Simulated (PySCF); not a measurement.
# Spinor energies of Ta (tantalum, neutral)

Start: [Xe] 4f14 5d3 6s2; 5d3/2 filled at m_j = -1/2, +1/2, +3/2. Calculated with PySCF 2.14 in x2c-SVPall-2c: generalised Hartree-Fock with the X2C-1e Hamiltonian and a Gaussian nucleus; one run each with spin-orbit coupling (SO) switched off, then screened by Boettger's factors.

```json
{"spinor shell": "1s1/2", "electrons": "2", "ε, spin-free (eV)": "-67771.5", "ε, screened SO (eV)": "-67751.5", "weight of nominal j (screened SO)": "1.000", "rms radius, screened SO (bohr)": "0.0211"}
{"spinor shell": "2s1/2", "electrons": "2", "ε, spin-free (eV)": "-11783.8", "ε, screened SO (eV)": "-11777.3", "weight of nominal j (screened SO)": "1.000", "rms radius, screened SO (bohr)": "0.0853"}
{"spinor shell": "2p1/2", "electrons": "2", "ε, spin-free (eV)": "-10329.6", "ε, screened SO (eV)": "-11235.9", "weight of nominal j (screened SO)": "1.000", "rms radius, screened SO (bohr)": "0.0726"}
{"spinor shell": "2p3/2", "electrons": "4", "ε, spin-free (eV)": "-10329.6", "ε, screened SO (eV)": "-9959.3", "weight of nominal j (screened SO)": "1.000", "rms radius, screened SO (bohr)": "0.0799"}
{"spinor shell": "3s1/2", "electrons": "2", "ε, spin-free (eV)": "-2760.7", "ε, screened SO (eV)": "-2758.4", "weight of nominal j (screened SO)": "1.000", "rms radius, screened SO (bohr)": "0.218"}
{"spinor shell": "3p1/2", "electrons": "2", "ε, spin-free (eV)": "-2320.5", "ε, screened SO (eV)": "-2517.9", "weight of nominal j (screened SO)": "1.000", "rms radius, screened SO (bohr)": "0.210"}
{"spinor shell": "3p3/2", "electrons": "4", "ε, spin-free (eV)": "-2320.5", "ε, screened SO (eV)": "-2238.2", "weight of nominal j (screened SO)": "1.000", "rms radius, screened SO (bohr)": "0.225"}
{"spinor shell": "3d3/2", "electrons": "4", "ε, spin-free (eV)": "-1801.4", "ε, screened SO (eV)": "-1836.3", "weight of nominal j (screened SO)": "1.000", "rms radius, screened SO (bohr)": "0.199"}
{"spinor shell": "3d5/2", "electrons": "6", "ε, spin-free (eV)": "-1801.4", "ε, screened SO (eV)": "-1775.9", "weight of nominal j (screened SO)": "1.000", "rms radius, screened SO (bohr)": "0.203"}
{"spinor shell": "4s1/2", "electrons": "2", "ε, spin-free (eV)": "-594.60", "ε, screened SO (eV)": "-593.76", "weight of nominal j (screened SO)": "1.000", "rms radius, screened SO (bohr)": "0.488"}
{"spinor shell": "4p1/2", "electrons": "2", "ε, spin-free (eV)": "-447.52", "ε, screened SO (eV)": "-493.18", "weight of nominal j (screened SO)": "1.000", "rms radius, screened SO (bohr)": "0.497"}
{"spinor shell": "4p3/2", "electrons": "4", "ε, spin-free (eV)": "-447.52", "ε, screened SO (eV)": "-428.12", "weight of nominal j (screened SO)": "1.000", "rms radius, screened SO (bohr)": "0.530"}
{"spinor shell": "4d3/2", "electrons": "4", "ε, spin-free (eV)": "-255.54", "ε, screened SO (eV)": "-262.48", "weight of nominal j (screened SO)": "1.000", "rms radius, screened SO (bohr)": "0.557"}
{"spinor shell": "4d5/2", "electrons": "6", "ε, spin-free (eV)": "-255.54", "ε, screened SO (eV)": "-250.05", "weight of nominal j (screened SO)": "1.000", "rms radius, screened SO (bohr)": "0.569"}
{"spinor shell": "5s1/2", "electrons": "2", "ε, spin-free (eV)": "-87.207", "ε, screened SO (eV)": "-86.948", "weight of nominal j (screened SO)": "1.000", "rms radius, screened SO (bohr)": "1.19"}
{"spinor shell": "5p1/2", "electrons": "2", "ε, spin-free (eV)": "-48.365", "ε, screened SO (eV)": "-55.648", "weight of nominal j (screened SO)": "0.953", "rms radius, screened SO (bohr)": "1.37"}
{"spinor shell": "5p3/2", "electrons": "4", "ε, spin-free (eV)": "-48.365", "ε, screened SO (eV)": "-44.920", "weight of nominal j (screened SO)": "0.975", "rms radius, screened SO (bohr)": "1.41"}
{"spinor shell": "4f5/2", "electrons": "6", "ε, spin-free (eV)": "-40.493", "ε, screened SO (eV)": "-41.213", "weight of nominal j (screened SO)": "0.992", "rms radius, screened SO (bohr)": "0.706"}
{"spinor shell": "4f7/2", "electrons": "8", "ε, spin-free (eV)": "-40.493", "ε, screened SO (eV)": "-39.132", "weight of nominal j (screened SO)": "0.994", "rms radius, screened SO (bohr)": "0.705"}
{"spinor shell": "5d3/2", "electrons": "3", "ε, spin-free (eV)": "-8.868", "ε, screened SO (eV)": "-8.929", "weight of nominal j (screened SO)": "0.728", "rms radius, screened SO (bohr)": "2.33"}
{"spinor shell": "6s1/2", "electrons": "2", "ε, spin-free (eV)": "-6.910", "ε, screened SO (eV)": "-6.875", "weight of nominal j (screened SO)": "0.996", "rms radius, screened SO (bohr)": "3.82"}
```

```
   quantity     spin-free   screened SO
E (hartree)  -15592.23777  -15609.51770
        M_J           3/2           3/2
       ⟨J²⟩         6.802         5.899
       ⟨L²⟩        12.028        11.834
       ⟨S²⟩         3.774         3.712
```

The determinant has a definite M_J but mixes levels of different J.

Each row is a mean over spinors that exchange with the open shell spreads, by up to 2.614 eV (5s1/2).

Rows whose weight is well below 1 are mixtures of j = l ± 1/2: exchange outweighs spin-orbit coupling there, and the label is only the starting occupation.

Breit and QED terms are absent; they matter most for the inner s and p1/2 levels.

Densities and radii are taken from the X2C orbitals without a picture-change correction, which distorts them close to the nucleus.

Without spin-orbit coupling the j labels of p, d and f shells carry no meaning; the spin-free column gives the mean over the occupied spinors of each nl shell, and its ⟨J²⟩ belongs to a mixture of degenerate components.
